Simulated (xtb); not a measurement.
C7H7 (SMILES Cc1cc[c]cc1), doublet, from a rough starting geometry; xtb with GFN2-xTB.

The xtb input:
```
$ xtb mol.xyz --gfn 2 --uhf 1 --opt vtight --json

# file mol.xyz
14

C      1.91458764    -0.16698648     0.11535317
C      0.49470103     0.00954033     0.04690472
C     -0.11653251     1.25683074    -0.00146006
C     -1.54800650     1.32761832    -0.03655930
C     -2.19453184     0.15735084    -0.12714285
C     -1.68181421    -1.08694730    -0.09188940
C     -0.32349561    -1.18682702    -0.04164622
H      2.33800804    -0.63353964    -0.79356795
H      2.44315343     0.81026554     0.28403371
H      2.22031419    -0.82009957     0.94099136
H      0.46952956     2.08513997    -0.01792282
H     -2.00629742     2.28801454    -0.17377733
H     -2.34664335    -1.93535786    -0.08952800
H      0.13101385    -2.16765697     0.07330168
```

### Question
Write the output that xtb gives for this input, abridged.

### Answer

```
   ID    Z sym.   atoms
    1    6 C      1-7
    2    1 H      8-14

           -------------------------------------------------
          |                Calculation Setup                |
           -------------------------------------------------

           -------------------------------------------------
          |                 G F N 2 - x T B                 |
           -------------------------------------------------

          ...................................................
          :                      SETUP                      :
          :.................................................:
          :  # basis functions                  35          :
          :  # atomic orbitals                  35          :
          :  # shells                           21          :
          :  # electrons                        35          :
          :  max. iterations                   250          :
          :  Hamiltonian                  GFN2-xTB          :
          :  restarted?                      false          :
          :  GBSA solvation                  false          :
          :  PC potential                    false          :
          :  electronic temp.          300.0000000     K    :
          :  accuracy                    1.0000000          :
          :  -> integral cutoff          0.2500000E+02      :
          :  -> integral neglect         0.1000000E-07      :
          :  -> SCF convergence          0.1000000E-05 Eh   :
          :  -> wf. convergence          0.1000000E-03 e    :
          :  Broyden damping             0.4000000          :
          :  net charge                          0          :
          :  unpaired electrons                  1          :
          ...................................................

 iter      E             dE          RMSdq      gap      omega  full diag
   1    -18.7784427 -0.187784E+02  0.465E+00    2.30       0.0  T
   2    -18.7917295 -0.132868E-01  0.275E+00    2.21       1.0  T
   3    -18.7862596  0.546986E-02  0.842E-01    2.46       1.0  T
   4    -18.7929992 -0.673963E-02  0.271E-01    2.22       1.0  T
   5    -18.7937246 -0.725399E-03  0.576E-02    2.30       1.0  T
   6    -18.7937347 -0.100496E-04  0.331E-02    2.28       1.0  T
   7    -18.7937383 -0.357326E-05  0.156E-02    2.29       1.7  T
   8    -18.7937391 -0.792469E-06  0.342E-03    2.29       7.8  T
   9    -18.7937392 -0.158370E-06  0.942E-04    2.29      28.4  T
[...]
         :: total energy             -18.427460032842 Eh    ::
 * total energy  :   -18.4274600 Eh     change       -0.1136584E-08 Eh
 * total energy  :   -18.4392056 Eh     change       -0.1174562E-01 Eh
 * total energy  :   -18.4410476 Eh     change       -0.1841952E-02 Eh
 * total energy  :   -18.4411965 Eh     change       -0.1489123E-03 Eh
 * total energy  :   -18.4412408 Eh     change       -0.4431953E-04 Eh
 * total energy  :   -18.4412470 Eh     change       -0.6199829E-05 Eh
 * total energy  :   -18.4412481 Eh     change       -0.1087106E-05 Eh
 * total energy  :   -18.4412483 Eh     change       -0.1854237E-06 Eh
 * total energy  :   -18.4412483 Eh     change       -0.9718249E-08 Eh
   *** GEOMETRY OPTIMIZATION CONVERGED AFTER 9 ITERATIONS ***
         :: total energy             -18.441248316096 Eh    ::
[...]

Wiberg/Mayer (AO) data.
largest (>0.10) Wiberg bond orders for each atom

 ---------------------------------------------------------------------------
     #   Z sym  total        # sym  WBO       # sym  WBO       # sym  WBO
 ---------------------------------------------------------------------------
     1   6 C    3.997 --     2 C    1.017     9 H    0.986    10 H    0.976
                             8 H    0.972
     2   6 C    3.989 --     3 C    1.425     7 C    1.413     1 C    1.017
                             5 C    0.105
     3   6 C    3.985 --     2 C    1.425     4 C    1.383    11 H    0.962
                             6 C    0.116
     4   6 C    3.989 --     5 C    1.499     3 C    1.383    12 H    0.959
                             7 C    0.118
     5   6 C    3.275 --     4 C    1.499     6 C    1.488     2 C    0.105
     6   6 C    3.989 --     5 C    1.488     7 C    1.396    13 H    0.960
                             3 C    0.116
     7   6 C    3.986 --     2 C    1.413     6 C    1.396    14 H    0.963
                             4 C    0.118
     8   1 H    0.998 --     1 C    0.972
     9   1 H    0.998 --     1 C    0.986
    10   1 H    0.998 --     1 C    0.976
    11   1 H    0.999 --     3 C    0.962
    12   1 H    0.998 --     4 C    0.959
    13   1 H    0.998 --     6 C    0.960
    14   1 H    0.999 --     7 C    0.963
 ---------------------------------------------------------------------------

Topologies differ in total number of bonds
Writing topology from bond orders to xtbtopo.mol

molecular dipole:
                 x           y           z       tot (Debye)
 q only:        0.369      -0.043       0.018
   full:        0.548      -0.064       0.026       1.403
molecular quadrupole (traceless):
                xx          xy          yy          xz          yz          zz
 q only:       -0.348       0.073       1.538       0.030      -0.035      -1.190
  q+dip:       -1.248       0.390       5.379       0.133      -0.118      -4.131
   full:       -1.715       0.285       3.446      -0.037      -0.059      -1.732

optimized geometry written to: xtbopt.xyz

           -------------------------------------------------
          | TOTAL ENERGY              -18.441248316096 Eh   |
          | GRADIENT NORM               0.000042151301 Eh/α |
          | HOMO-LUMO GAP               2.551405943253 eV   |
           -------------------------------------------------

normal termination of xtb
```
